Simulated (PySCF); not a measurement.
Si(NMe2)(SH) (C₂H₇NSSi), SMILES N([Si]S)(C)C (connectivity only; charge and spin as stated), neutral, multiplicity 1. Atoms are numbered in the order given.

```xyz
12

Si     1.0764     0.2925     0.0000
N     -0.0658    -1.0193     0.0000
C     -1.5204    -0.9986     0.0000
C      0.4805    -2.3731     0.0000
H     -1.9182    -1.5142    -0.8931
H     -1.9182    -1.5142     0.8931
H     -1.8982     0.0325     0.0000
H      0.1525    -2.9341     0.8941
H      0.1525    -2.9341    -0.8941
H      1.5810    -2.3325     0.0000
S     -0.3244     1.9735     0.0000
H      0.6692     2.8903     0.0000
```
Charge 0, spin multiplicity 1.

The structure is a stationary point at TPSSh-D3(BJ)/def2-SVP. The structure was generated by enumeration; whether it is a known compound was not checked. Other conformers were not sampled.

Two levels are set side by side: PBE/pcSseg-1 (PySCF) and KT2/pcSseg-1 (PySCF). GIAO shifts against H2S (³³S), NH3 (¹⁵N), TMS (²⁹Si), TMS (¹H), TMS (¹³C) at the same level; non-relativistic, no solvent, atoms listed together averaged. Differences are taken from unrounded values.

```json
[
 {"quantity": "δ(²⁹Si) of Si1 (ppm)", "KT2": "205.6"},
 {"quantity": "δ(¹⁵N) of N2 (ppm)", "KT2": "171.4"},
 {"quantity": "δ(³³S) of S11 (ppm)", "KT2": "276.8"},
 {"quantity": "δ(¹H) of H12 (ppm)", "KT2": "2.77"}
]
```

**Question.** What does PBE give, and how far is it from KT2? (The exact figures need the calculation; the answer reports its results.)

**Answer.** 
| quantity | PBE | PBE minus KT2 |
|---|---|---|
| δ(²⁹Si) of Si1 (ppm) | 220.5 | 14.9 |
| δ(¹⁵N) of N2 (ppm) | 178.3 | 7.0 |
| δ(³³S) of S11 (ppm) | 289.3 | 12.6 |
| δ(¹H) of H12 (ppm) | 2.80 | 0.03 |

Rough cost on one machine, each run with all the roots and properties that it gave: KT2 against PBE within a factor of 2.
